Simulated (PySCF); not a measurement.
**Te (tellurium, neutral) across methods**

[Kr] 4d10 5s2 5p3 5d1, high-spin 5D determinant (an excited configuration). Computed with PySCF 2.14 in aug-cc-pwCVTZ-DK3 with one added diffuse shell each of s, p, d, f type (11s10p8d5f1g, 125 functions), with scalar relativity by spin-free X2C-1e.

| method | E (hartree) | mean ε 5s β (eV) | mean ε 5p α (eV) | mean ε 5d α (eV) | Σ⟨r²⟩ (bohr²) | ⟨S²⟩ |
| --- | --- | --- | --- | --- | --- | --- |
| r2SCAN | -6793.26 | -16.997 | -10.147 | -0.790 | 92.63 | 6.001 |
| UHF | -6790.41154 | -19.711 | -14.127 | -1.902 | 95.25 | 6.002 |
| LDA | -6786.90 | -17.524 | -9.743 | -0.813 | 92.35 | 6.001 |
| PBE0 | -6792.91 | -18.037 | -10.956 | -1.175 | 92.92 | 6.001 |
| PBE | -6792.84 | -17.082 | -9.703 | -0.860 | 93.50 | 6.001 |

The outer electron is Rydberg-like, and this basis confines it to a smaller radius and binds it less than a complete one would.
